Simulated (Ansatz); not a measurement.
System: BGeH₄F, charge 0, singlet. BGeH4F (SMILES F[BH][GeH3]).
B3LYP-D3(BJ)/def2-TZVP minimum from Ansatz (a first-principles code):
```xyz
7

B      0.4905    -1.2633    -0.2141
F     -0.3858    -2.2058     0.0929
Ge    -0.0066     0.7481     0.0201
H      0.1194     1.4762    -1.3331
H     -1.4307     0.9660     0.5603
H      0.9901     1.4215     0.9846
H      1.5534    -1.6331    -0.6221
```
Charge 0, spin multiplicity 1.

Total energies in cc-pVDZ, 18 correlated electrons, 16 frozen orbitals. Open shells are spin-unrestricted; no spin-orbit coupling. Correlated methods leave the cores frozen (noble-gas shells, and filled d and f shells in the p block). No relativity.

```csv
method,program,energy (Eh),minus CCSDT(Q) (mEh)
HF,Ansatz,-2201.81430,417.61
MP2,Ansatz,-2202.18314,48.77
CCSD,Ansatz,-2202.22166,10.25
CCSD(T),Ansatz,-2202.23027,1.63
CCSDT(Q),Ansatz,-2202.23191,0.00
```

Rough core times of Ansatz's runs on a shared machine: CCSD(T) under 20 s, CCSDT(Q) 3 min.
